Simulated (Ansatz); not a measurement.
BiH3, relaxed as a singlet with RKS PBE-D4/def2-TZVP in Ansatz, starting from the GFN2-xTB geometry. Force threshold 0.02 eV/Å.

In the def2 sets Bi takes a core potential; there is no spin–orbit coupling.

Start:

```xyz
4

Bi    0.040    0.487   -0.614
H    -0.227    0.948    1.076
H     1.316   -0.613   -0.072
H    -1.129   -0.823   -0.390
```

```csv
step,energy (eV),largest force component (eV/Å),SCF passes
1,-5889.2014,0.631,21
2 (rejected),-5889.1990,0.350,27
3,-5889.2266,0.024,24
4,-5889.2268,0.001,26
```

Force components are those of the run's own axes.

End:

```xyz
4

Bi    0.038    0.488   -0.613
H    -0.231    0.984    1.103
H     1.356   -0.626   -0.079
H    -1.163   -0.845   -0.410
```

By distances, no bond broke or formed. The bond that changes most is Bi1–H3, from 1.77 to 1.81 Å (atoms count from 1).

No frequencies were taken in this run, so the end may be a saddle point.

It took 1.7 s on 4 threads of Arm Neoverse V1 on a shared host.
